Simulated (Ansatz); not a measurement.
System: GeH, net charge 1, singlet state. 
Coordinates optimised at B3LYP-D3(BJ)/def2-TZVP (Ansatz, an electronic-structure program):
```xyz
2

Ge     0.0000     0.0000    -0.0483
H      0.0000     0.0000     1.5443
```
Charge +1, spin multiplicity 1.

Parts of the frozen-core correlation energy in cc-pVDZ (Ansatz, hartree). Frozen orbitals: 14; correlated occupied orbitals by spin: 2 and 2; virtual: 16 and 16. Spin-orbit coupling is left out. Non-relativistic.

| term | value |
|---|---|
| reference (HF) | -2075.59510 |
| MP2 opposite-spin | ___ |
| MP2 same-spin | ___ |
| CCSD correlation | ___ |
| (T) | -0.00092 |
| FCI minus CCSD(T) | -0.00033 |
| CCSDT minus CCSD(T) | -0.00029 |
| CCSDT(Q) minus CCSD(T) | -0.00032 |
| T1 diagnostic | 0.011 |
| largest doubles amplitude | 0.084 |

### Question
What belongs in the gaps?

### Answer

- MP2 opposite-spin, value: -0.05091
- MP2 same-spin, value: -0.00315
- CCSD correlation, value: -0.07550
